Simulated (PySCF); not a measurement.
PySCF input for LiCl, SMILES [Li][Cl], C-PCM-PBE0/def2-TZVPD. Coordinates come from a PBE0-D3(BJ)/def2-TZVPD optimisation.

```python
import numpy as np
from pyscf import gto, scf, dft
from pyscf.solvent import pcm

mol = gto.M(
    atom='''
    Li    0.00000000    0.00000000   -1.71698905
    Cl    0.00000000    0.00000000    0.30299807
    ''',
    basis='def2-TZVPD',
    charge=0,
    spin=0,
    max_memory=1600,
    verbose=3,
)
mf = dft.RKS(mol, xc='pbe0').density_fit(auxbasis='def2-universal-jkfit')
mf.grids.level = 3
mf.conv_tol = 1e-9
mf.max_cycle = 100
mf.kernel()
res = {}
for name, eps in {'water': 78.355, '2-propanol': 19.264, 'acetonitrile': 35.688}.items():
    s = mf.PCM()
    s.with_solvent.method, s.with_solvent.eps, s.with_solvent.lebedev_order = 'C-PCM', eps, 29
    s.kernel(mf.make_rdm1())
    res[name] = (s.e_tot, eps, s.dip_moment(), s.mo_energy, s.converged)
    print(f'{name}: electrostatic solvation free energy {(s.e_tot - mf.e_tot) * 627.509474:.3f} kcal/mol')
```

Program output:

```
converged SCF energy = -467.637434620859

WARN: PCM is an experimental feature. It is still in testing.
Features and APIs may be changed in the future.

converged SCF energy = -467.666167614956
Dipole moment(X, Y, Z, Debye): -0.00000, -0.00000, -8.10839
water: electrostatic solvation free energy -18.030 kcal/mol

WARN: PCM is an experimental feature. It is still in testing.
Features and APIs may be changed in the future.

converged SCF energy = -467.664888617294
Dipole moment(X, Y, Z, Debye):  0.00000, -0.00000, -8.05853
2-propanol: electrostatic solvation free energy -17.228 kcal/mol

WARN: PCM is an experimental feature. It is still in testing.
Features and APIs may be changed in the future.

converged SCF energy = -467.665667523078
Dipole moment(X, Y, Z, Debye):  0.00000, -0.00000, -8.08887
acetonitrile: electrostatic solvation free energy -17.716 kcal/mol
```

Self-consistency was reached.

Cost: around 10 core-seconds (rough).
